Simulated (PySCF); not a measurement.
PySCF 2.14 output of a UHF calculation on a single atom or ion in def2-SVP with the def2 core potential (28 electrons) (5s3p2d1f, 31 functions), with a scalar-relativistic core potential:

```
SCF conv_tol = 1e-09
number electrons alpha = 9  beta = 5
cycle= 1 E= -93.3176835081579  delta_E= -0.00373  |g|= 0.0196  |ddm|= 0.055
cycle= 2 E= -93.3178467230415  delta_E= -0.000163  |g|= 0.00491  |ddm|= 0.0193
cycle= 3 E= -93.3178760568704  delta_E= -2.93e-05  |g|= 0.00155  |ddm|= 0.0124
cycle= 4 E= -93.3178826745187  delta_E= -6.62e-06  |g|= 0.000254  |ddm|= 0.00875
cycle= 5 E= -93.3178828386509  delta_E= -1.64e-07  |g|= 5.31e-05  |ddm|= 0.00137
cycle= 6 E= -93.3178828431455  delta_E= -4.49e-09  |g|= 7.85e-06  |ddm|= 0.000182
cycle= 7 E= -93.3178828432096  delta_E= -6.42e-11  |g|= 9.02e-07  |ddm|= 1.6e-05
converged SCF energy = -93.3178828432096  <S^2> = 6.0028575  2S+1 = 5.0011429
```

The run itself started from symmetry-adapted Hartree-Fock orbitals and held the occupation by maximum overlap, so the iterations belong to that start.

**Question.** Which element, charge and spin multiplicity is this?

**Answer.** Ru(2+) (ruthenium, charge +2), multiplicity 5; the state was [Kr] 4d6, high-spin 5D determinant.

Energies and moments cover only the electrons outside the core potential.
